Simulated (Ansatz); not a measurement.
Program: Ansatz 0.2.0.

A structure relaxed at PBE0-D4/def2-TZVP, charge 0, multiplicity 1:

```xyz
7

O     2.890   -0.240    0.793
C     1.801   -0.075    0.425
N     0.691    0.118    0.025
Si   -0.975    0.090   -0.277
F    -1.657   -1.006    0.653
H    -1.548    1.406    0.065
H    -1.202   -0.293   -1.684
```

(1) Give its formula and SMILES.

(2) Point group (tolerance 0.08 Å, 0.16 Å for H)?

(3) Summarise the bond lengths by kind.

Answers

(1) CH2FNOSi, `O=C=N[SiH2]F`.

(2) Cs.

(3) 1 × C–O 1.162 Å; 1 × C–N 1.194 Å; 1 × N–Si 1.694 Å; 1 × F–Si 1.591 Å; 2 × H–Si 1.475 Å.
